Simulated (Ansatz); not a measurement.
One change: `[SiH3][Al]([Cl])[Cl]` becomes `C[CH2][Al]([SiH3])[Cl]`.

Ansatz, PBE0-D4/def2-TZVP geometries, multiplicity 1. Each molecule was computed in one conformer, which needn't be the lowest.

```csv
property,`[SiH3][Al]([Cl])[Cl]`
size of the dipole moment (ωB97M-V/def2-TZVPP) / D,1.43
size of the dipole moment (PBE/def2-TZVPP) / D,1.40
LUMO energy (ωB97M-V/def2-TZVPP) / eV,-0.13
HOMO energy (B3LYP/def2-TZVPP) / eV,-8.10
LUMO energy (PBE0/def2-TZVPP) / eV,-1.86
HOMO–LUMO gap (B3LYP/def2-TZVPP) / eV,6.09
```

(1) Give the same properties after the change, and the shifts. (Best estimate.)

## Answers

(1) Ansatz gave: 
```json
{"property": "size of the dipole moment (ωB97M-V/def2-TZVPP) / D", "`C[CH2][Al]([SiH3])[Cl]`": "1.81", "shift": "0.38"}
{"property": "size of the dipole moment (PBE/def2-TZVPP) / D", "`C[CH2][Al]([SiH3])[Cl]`": "1.80", "shift": "0.40"}
{"property": "LUMO energy (ωB97M-V/def2-TZVPP) / eV", "`C[CH2][Al]([SiH3])[Cl]`": "0.02", "shift": "0.15"}
{"property": "HOMO energy (B3LYP/def2-TZVPP) / eV", "`C[CH2][Al]([SiH3])[Cl]`": "-7.14", "shift": "0.96"}
{"property": "LUMO energy (PBE0/def2-TZVPP) / eV", "`C[CH2][Al]([SiH3])[Cl]`": "-1.64", "shift": "0.22"}
{"property": "HOMO–LUMO gap (B3LYP/def2-TZVPP) / eV", "`C[CH2][Al]([SiH3])[Cl]`": "5.34", "shift": "-0.75"}
```

With PBE0 the HOMO rises by 0.97 eV and the LUMO rises by 0.22 eV, so the gap narrows by about 0.75 eV. PBE moves the HOMO by 0.96 eV and ωB97M-V by 0.92 eV. Dipoles are sizes alone; their direction can turn.

B3LYP here is the variant with VWN-RPA as its local correlation; programs differ in this.
